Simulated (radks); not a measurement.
Problem. Species: the zinc ion Zn+. Configuration: [Ar] 3d10 4s1 (the NIST ground configuration). All-electron calculation, Dirac Kohn-Sham, BLYP, spin-unpolarised, spherical densities, finite nucleus; Fermi nuclear charge, rms radius 3.9283 fm. Program: a radial shooting solver on a logarithmic mesh with Libxc functionals. Some entries of the table are withheld. Estimate them.

orbital  occ.  eigenvalue (hartree)  <r> (bohr)
1s1/2       2             -350.4242     0.05030
2s1/2       2             -42.91088      0.2260
2p1/2       2             -37.84133      0.1959
2p3/2       4             -36.96315      0.1993
3s1/2       2              -5.09503      0.6812
3p1/2       2                   (1)      0.7063
3p3/2       4                   (2)      0.7172
3d3/2       4                   (3)         (4)
3d5/2       6                   (5)         (6)
4s1/2       1                   (7)       2.399

Solution. 
(1) 3p1/2 eigenvalue (hartree): -3.49114
(2) 3p3/2 eigenvalue (hartree): -3.37830
(3) 3d3/2 eigenvalue (hartree): -0.73295
(4) 3d3/2 <r> (bohr): 0.8940
(5) 3d5/2 eigenvalue (hartree): -0.71973
(6) 3d5/2 <r> (bohr): 0.9017
(7) 4s1/2 eigenvalue (hartree): -0.51911
